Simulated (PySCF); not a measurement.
CH4FNSi.
SMILES with atom numbers: `[H]/[N:1]=[CH:2]\[SiH2:3][F:4]` (hydrogens: H5 on N1; H6 on C2; H7, H8 on Si3)

A GFN2-xTB structure was refined with PBE0-D3(BJ)/def2-SVP geometry optimisation, gas phase in PySCF 2.14.0. Its GFN2-xTB values:

```tsv
coordinate	GFN2-xTB
N1=C2	1.225 Å
N1–H5	1.039 Å
C2–Si3	1.890 Å
C2–H6	1.082 Å
Si3–F4	1.635 Å
Si3–H7	1.454 Å
N1–C2–Si3	128.9°
N1–C2–H6	113.9°
C2–N1–H5	116.6°
C2–Si3–F4	106.9°
C2–Si3–H7	113.1°
Si3–C2–H6	117.2°
F4–Si3–H7	104.9°
H7–Si3–H8	113.6°
N1–C2–Si3–F4	-179°
```

Q: How do these coordinates change at the PBE0-D3(BJ)/def2-SVP level?

A: 
```json
{"coordinate": "N1=C2", "PBE0-D3(BJ)/def2-SVP (Å or °)": "1.273", "change": "+0.048"}
{"coordinate": "Si3–H7", "PBE0-D3(BJ)/def2-SVP (Å or °)": "1.490", "change": "+0.036"}
{"coordinate": "C2–H6", "PBE0-D3(BJ)/def2-SVP (Å or °)": "1.107", "change": "+0.025"}
{"coordinate": "Si3–F4", "PBE0-D3(BJ)/def2-SVP (Å or °)": "1.626", "change": "-0.009"}
{"coordinate": "N1–H5", "PBE0-D3(BJ)/def2-SVP (Å or °)": "1.030", "change": "-0.009"}
{"coordinate": "C2–Si3", "PBE0-D3(BJ)/def2-SVP (Å or °)": "1.893", "change": "+0.003"}
{"coordinate": "C2–N1–H5", "PBE0-D3(BJ)/def2-SVP (Å or °)": "111.7", "change": "-4.9"}
{"coordinate": "F4–Si3–H7", "PBE0-D3(BJ)/def2-SVP (Å or °)": "108.8", "change": "+3.9"}
{"coordinate": "N1–C2–Si3", "PBE0-D3(BJ)/def2-SVP (Å or °)": "125.3", "change": "-3.6"}
{"coordinate": "H7–Si3–H8", "PBE0-D3(BJ)/def2-SVP (Å or °)": "110.3", "change": "-3.3"}
{"coordinate": "C2–Si3–H7", "PBE0-D3(BJ)/def2-SVP (Å or °)": "110.0", "change": "-3.1"}
{"coordinate": "N1–C2–H6", "PBE0-D3(BJ)/def2-SVP (Å or °)": "116.5", "change": "+2.6"}
{"coordinate": "C2–Si3–F4", "PBE0-D3(BJ)/def2-SVP (Å or °)": "108.9", "change": "+2.0"}
{"coordinate": "Si3–C2–H6", "PBE0-D3(BJ)/def2-SVP (Å or °)": "118.2", "change": "+1.0"}
{"coordinate": "N1–C2–Si3–F4", "PBE0-D3(BJ)/def2-SVP (Å or °)": "178", "change": "-3"}
```

The energy falls by 17.7 kJ/mol over 6 energy and gradient evaluations, the largest force component goes from 0.0673 to 4.4e-04 Eh/bohr, and the atoms move by 0.094 Å rms after alignment. The bond that changes most is N1=C2 (C=N nitrogen to C=N carbon), which lengthens by 0.048 Å. Bonds longer at the end by more than 0.005 Å: 4 of 7; shorter: 2. Rotational constants go from 19394, 3141, 2794 to 19780, 3095, 2765 MHz.

The run used 80 basis functions and 40 SCF cycles in all. On one thread of an Arm Neoverse V1, no GPU, shared host with 32 logical CPUs at a one-minute load of 15, this took 11 s wall and 0.33 GiB of memory at its peak.

Not checked by PBE0-D3(BJ)/def2-SVP frequencies. The numbers are those of one conformer.

Conformer computed: `[H]/[N:1]=[CH:2]\[SiH2:3][F:4]`: N1–C2–Si3–F4 178°.
